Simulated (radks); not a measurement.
Question: Coherent X-ray form factor from a spherical all-electron density. Method: scalar-relativistic Kohn-Sham, PBE, spin-unpolarised, spherical densities, finite nucleus; Fermi nuclear charge, rms radius of each element as measured or else 0.836 A^(1/3) + 0.57 fm; computed with a radial shooting solver on a logarithmic mesh with Libxc functionals.

| sin(theta)/lambda (1/angstrom) | f0 (electrons) |
|---|---|
| 0.05 | 74.386 |
| 0.1 | 72.631 |
| 0.15 | 69.966 |
| 0.2 | 66.697 |
| 0.25 | 63.131 |
| 0.3 | 59.518 |
| 0.4 | 52.758 |
| 0.5 | 46.996 |
| 0.6 | 42.180 |
| 0.8 | 34.502 |
| 1 | 28.477 |
| 1.25 | 22.775 |
| 1.5 | 18.909 |
| 2 | 14.701 |

The species is in the configuration that NIST lists as its ground one. Which atom or ion scatters so?

Answer: The gold ion Au4+, [Xe] 4f14 5d7. Extrapolating in s^2 from the first two rows gives f0(0) = 75.0, near the electron count 75; among species with that count, the fall with angle is slower the higher Z, and the table is that of Z = 79; from so few rows the species is fixed only to a neighbour or two.
